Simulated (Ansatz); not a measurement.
**Molecular dynamics of CH₈AlNS**

Input:

```yaml
crystal:
  periodic: [false, false, false]
  atoms:
    - { symbol: Al, position_ang: [-0.9261, -1.178615, 0.01869] }
    - { symbol: S, position_ang: [0.684558, -1.306238, 1.990484] }
    - { symbol: H, position_ang: [-0.244505, -2.00732, -1.137092] }
    - { symbol: H, position_ang: [-2.336759, -1.490622, 0.646664] }
    - { symbol: H, position_ang: [0.400429, -0.037145, 1.30949] }
    - { symbol: "N", position_ang: [-0.43685, 0.628564, 0.065708] }
    - { symbol: C, position_ang: [0.374314, 1.290268, -0.938243] }
    - { symbol: H, position_ang: [1.774859, -1.558562, 1.249995] }
    - { symbol: H, position_ang: [-1.122844, 1.264897, 0.450944] }
    - { symbol: H, position_ang: [0.911138, 2.154559, -0.52951] }
    - { symbol: H, position_ang: [-0.205078, 1.643109, -1.801028] }
    - { symbol: H, position_ang: [1.126837, 0.597107, -1.326203] }
basis:
  gaussian: { orbitals: def2-SVP }
hamiltonian:
  xc: { name: BHLYP }
md:
  timestep: 0.5
  n_steps: 200
  ensemble: nve
  temperature: 300.0
  initial_velocities: maxwell_boltzmann
  seed: 10361
```

Launched with:

```bash
$ ansatz run input.yaml --threads 2 --pin off --max-ram 3072MiB --backend cpu --events-out ev --progress --plain --runs-dir out
```

It starts at the highest image of a converged band. Of that band: Neighbouring images differ by up to 1.2 eV, so the band resolves the path poorly. A vibrational analysis at the climbing image gives one clearly imaginary mode, 579i cm⁻¹: a first-order saddle point.

Output, in part (one step line in 7, the closing report, with atoms numbered from 0):

```
md step     0: t =     0.00 fs  T =   300.0 K  F+E_penalty+E_count = -20080.93969547 eV  E_kin = 0.387780 eV  conserved = -20080.55191548 eV  (25 SCF iters)
md step     7: t =     3.50 fs  T =   160.6 K  F+E_penalty+E_count = -20080.75781606 eV  E_kin = 0.207582 eV  conserved = -20080.55023380 eV  (25 SCF iters)
md step    14: t =     7.00 fs  T =   121.2 K  F+E_penalty+E_count = -20080.70732829 eV  E_kin = 0.156620 eV  conserved = -20080.55070812 eV  (26 SCF iters)
md step    21: t =    10.50 fs  T =   180.7 K  F+E_penalty+E_count = -20080.78503110 eV  E_kin = 0.233555 eV  conserved = -20080.55147572 eV  (31 SCF iters)
md step    28: t =    14.00 fs  T =   143.3 K  F+E_penalty+E_count = -20080.73559186 eV  E_kin = 0.185202 eV  conserved = -20080.55038946 eV  (24 SCF iters)
md step    35: t =    17.50 fs  T =   157.7 K  F+E_penalty+E_count = -20080.75496814 eV  E_kin = 0.203863 eV  conserved = -20080.55110557 eV  (25 SCF iters)
md step    42: t =    21.00 fs  T =   208.8 K  F+E_penalty+E_count = -20080.82108158 eV  E_kin = 0.269854 eV  conserved = -20080.55122723 eV  (25 SCF iters)
md step    49: t =    24.50 fs  T =   207.1 K  F+E_penalty+E_count = -20080.81834247 eV  E_kin = 0.267734 eV  conserved = -20080.55060859 eV  (25 SCF iters)
md step    56: t =    28.00 fs  T =   198.3 K  F+E_penalty+E_count = -20080.80760611 eV  E_kin = 0.256321 eV  conserved = -20080.55128494 eV  (24 SCF iters)
md step    63: t =    31.50 fs  T =   187.8 K  F+E_penalty+E_count = -20080.79346888 eV  E_kin = 0.242715 eV  conserved = -20080.55075370 eV  (25 SCF iters)
md step    70: t =    35.00 fs  T =   227.8 K  F+E_penalty+E_count = -20080.84522862 eV  E_kin = 0.294474 eV  conserved = -20080.55075413 eV  (25 SCF iters)
md step    77: t =    38.50 fs  T =   260.3 K  F+E_penalty+E_count = -20080.88765035 eV  E_kin = 0.336519 eV  conserved = -20080.55113089 eV  (25 SCF iters)
md step    84: t =    42.00 fs  T =   290.4 K  F+E_penalty+E_count = -20080.92625038 eV  E_kin = 0.375385 eV  conserved = -20080.55086542 eV  (25 SCF iters)
md step    91: t =    45.50 fs  T =   289.1 K  F+E_penalty+E_count = -20080.92440685 eV  E_kin = 0.373720 eV  conserved = -20080.55068688 eV  (25 SCF iters)
md step    98: t =    49.00 fs  T =   272.3 K  F+E_penalty+E_count = -20080.90318301 eV  E_kin = 0.352031 eV  conserved = -20080.55115213 eV  (25 SCF iters)
md step   105: t =    52.50 fs  T =   250.8 K  F+E_penalty+E_count = -20080.87472926 eV  E_kin = 0.324239 eV  conserved = -20080.55049055 eV  (27 SCF iters)
md step   112: t =    56.00 fs  T =   301.3 K  F+E_penalty+E_count = -20080.94025361 eV  E_kin = 0.389483 eV  conserved = -20080.55077055 eV  (25 SCF iters)
md step   119: t =    59.50 fs  T =   337.4 K  F+E_penalty+E_count = -20080.98745339 eV  E_kin = 0.436068 eV  conserved = -20080.55138495 eV  (25 SCF iters)
md step   126: t =    63.00 fs  T =   282.6 K  F+E_penalty+E_count = -20080.91527316 eV  E_kin = 0.365244 eV  conserved = -20080.55002867 eV  (27 SCF iters)
md step   133: t =    66.50 fs  T =   347.1 K  F+E_penalty+E_count = -20080.99982254 eV  E_kin = 0.448597 eV  conserved = -20080.55122523 eV  (32 SCF iters)
md step   140: t =    70.00 fs  T =   315.1 K  F+E_penalty+E_count = -20080.95821916 eV  E_kin = 0.407253 eV  conserved = -20080.55096613 eV  (25 SCF iters)
md step   147: t =    73.50 fs  T =   252.0 K  F+E_penalty+E_count = -20080.87573860 eV  E_kin = 0.325709 eV  conserved = -20080.55002985 eV  (25 SCF iters)
md step   154: t =    77.00 fs  T =   332.4 K  F+E_penalty+E_count = -20080.98116903 eV  E_kin = 0.429618 eV  conserved = -20080.55155097 eV  (32 SCF iters)
md step   161: t =    80.50 fs  T =   317.8 K  F+E_penalty+E_count = -20080.96127423 eV  E_kin = 0.410789 eV  conserved = -20080.55048556 eV  (24 SCF iters)
md step   168: t =    84.00 fs  T =   342.1 K  F+E_penalty+E_count = -20080.99308174 eV  E_kin = 0.442196 eV  conserved = -20080.55088567 eV  (25 SCF iters)
md step   175: t =    87.50 fs  T =   328.1 K  F+E_penalty+E_count = -20080.97540222 eV  E_kin = 0.424091 eV  conserved = -20080.55131126 eV  (30 SCF iters)
md step   182: t =    91.00 fs  T =   272.3 K  F+E_penalty+E_count = -20080.90238530 eV  E_kin = 0.351958 eV  conserved = -20080.55042779 eV  (25 SCF iters)
md step   189: t =    94.50 fs  T =   279.8 K  F+E_penalty+E_count = -20080.91265557 eV  E_kin = 0.361631 eV  conserved = -20080.55102499 eV  (26 SCF iters)
md step   196: t =    98.00 fs  T =   268.2 K  F+E_penalty+E_count = -20080.89772117 eV  E_kin = 0.346709 eV  conserved = -20080.55101239 eV  (26 SCF iters)
md step   200: t =   100.00 fs  T =   274.8 K  F+E_penalty+E_count = -20080.90601749 eV  E_kin = 0.355211 eV  conserved = -20080.55080670 eV  (27 SCF iters)
Total energy: -20080.90621104 eV, -737.9596919286 hartree
Atom 0 at    -0.885583    -0.900761    -0.023260 Å, force    -0.377323    -0.482817     0.011587 eV/Å
Atom 1 at     0.843502    -1.667087     2.345323 Å, force    -0.403703     0.062591     0.209755 eV/Å
Atom 2 at     0.032031    -1.958895    -0.746751 Å, force     0.222399     0.101844    -0.027480 eV/Å
Atom 3 at    -2.163887    -1.474106     0.740187 Å, force     0.142639     0.312097    -0.018214 eV/Å
Atom 4 at     1.368231    -0.704976     3.104577 Å, force    -0.256055     0.288566     0.292097 eV/Å
Atom 5 at    -0.830300     0.806802    -0.526419 Å, force    -0.042502    -1.477041     0.653525 eV/Å
Atom 6 at     0.239496     1.434884    -1.223004 Å, force    -0.146925     1.787160    -0.700029 eV/Å
Atom 7 at     1.989991    -1.730632     1.705607 Å, force     0.579625    -0.304166    -0.616523 eV/Å
Atom 8 at    -1.596864     1.367724    -0.203472 Å, force     0.139290     0.614389    -0.168373 eV/Å
Atom 9 at     0.785418     2.187974    -0.595802 Å, force    -0.200183    -0.471090    -0.394736 eV/Å
Atom 10 at    -0.164530     2.021276    -2.112988 Å, force     0.761087    -0.714744     0.728070 eV/Å
Atom 11 at     0.987594     0.697279    -1.569828 Å, force    -0.418349     0.283210     0.030321 eV/Å
Dipole moment:     0.482131     0.327083     0.364723 e Å
```

All steps were run. The conserved energy stayed within 0.17 meV per atom of its start (net change 0.092 meV per atom), so the integration is sound. A run of 0.1 ps of so small a system gives no equilibrium averages. The orbitals stay closed-shell, which can raise the energy where a bond breaks towards radicals; this wasn't checked here.

The step under study would form Al1–N6, S2–H5 and break Al1–S2, H5–N6. These pairs go: Al1–N6 1.87 → 1.78 Å, S2–H5 1.47 → 1.33 Å, Al1–S2 2.55 → 3.03 Å, H5–N6 1.64 → 4.51 Å. In the last frame they stand as after the step (other bonds may differ from the relaxed reactants and products). It ends as CH6AlN + H2S. Pairs count as bonded within 1.25 times the sum of covalent radii (0.12 Å more for H–H).

Last frame:

```xyz
12
Properties=species:S:1:pos:R:3
Al -0.886 -0.901 -0.023
S 0.844 -1.667 2.345
H 0.032 -1.959 -0.747
H -2.164 -1.474 0.740
H 1.368 -0.705 3.105
N -0.830 0.807 -0.526
C 0.239 1.435 -1.223
H 1.990 -1.731 1.706
H -1.597 1.368 -0.203
H 0.785 2.188 -0.596
H -0.165 2.021 -2.113
H 0.988 0.697 -1.570
```

The run took 3.1 min on 2 threads of AMD EPYC 9R45 96-Core Processor (Zen 5), with other jobs on the host, peak memory 0.24 GiB.
